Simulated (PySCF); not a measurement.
Choosing a molecule for a target property.

Each SMILES stands for a single optimised conformer of the isolated species, non-relativistic unless stated; the electronic structure was computed with PySCF and density fitting.

Dipoles, sizes and rotational constants follow the conformer. The torsions of the flexible species, by atom-mapped SMILES:
- `[F:1][CH2:2][CH2:3]/[CH:4]=[N:5]/[SiH3:6]`: F1–C2–C3–C4 180°, C2–C3–C4–N5 1°
- `[CH3:1][C:2]#[C:3][CH2:4][SiH2:5][CH3:6]`: C3–C4–Si5–C6 58°

The conformers of `O=C[SiH2]OCC(=O)O`, `FCOC1=C[SiH2]CC1` and `F[SiH2]OC1=CCCC1` aren't listed.

Task: Wanted: HOMO–LUMO gap between 6.6 eV and 7.4 eV (PBE0/def2-SVPD) and lowest triplet excitation (Tamm–Dancoff) below 4.4 eV (TDA PBE0/def2-SVPD), at GFN2-xTB geometries. Which candidate meets both?
A. `F[SiH2]OC1=CCCC1`
B. `O=C[SiH2]OCC(=O)O`
C. `O(CF)C1=C[SiH2]CC1`
D. `CC#CC[SiH2]C`
E. `FCC/C=N/[SiH3]`

Result: A. Computed values:
```csv
species,HOMO–LUMO gap,lowest triplet excitation (Tamm–Dancoff)
O=C[SiH2]OCC(=O)O,5.44 eV,2.56 eV
FCC/C=N/[SiH3],6.40 eV,3.75 eV
F[SiH2]OC1=CCCC1,6.80 eV,4.26 eV
O(CF)C1=C[SiH2]CC1,7.30 eV,4.46 eV
CC#CC[SiH2]C,7.43 eV,5.39 eV
```
